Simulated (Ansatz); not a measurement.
Cartesian coordinates (Å):
```xyz
14

C      1.8199     0.5844    -0.4755
C      0.5775    -0.3004    -0.4974
C     -0.5863     0.2757     0.2869
C     -1.8339    -0.5790     0.2581
F     -0.1880     0.4198     1.6337
H      1.6129     1.5631    -0.9151
H      2.1654     0.7423     0.5461
H      2.6337     0.1299    -1.0424
H      0.2423    -0.4541    -1.5277
H      0.8079    -1.2894    -0.0903
H     -0.8084     1.2895    -0.0626
H     -2.2149    -0.6562    -0.7620
H     -1.6164    -1.5841     0.6238
H     -2.6117    -0.1414     0.8842
```
Charge 0, spin multiplicity 1.

Level of theory: frozen-core CCSD(T)/cc-pVTZ // B3LYP-D3(BJ)/def2-TZVP run with Ansatz (an electronic-structure program).

- HF energy: -256.25109 Ha
- MP2 correlation energy: -0.95629 Ha

Question: Estimate the CCSD correlation energy, the (T) correction, the total energy and the T1 diagnostic.

Answer: 
- CCSD correlation energy: -1.00322 Ha
- (T) correction: -0.03608 Ha
- CCSD(T) total energy: -257.29039 Ha
- T1 diagnostic: 0.010
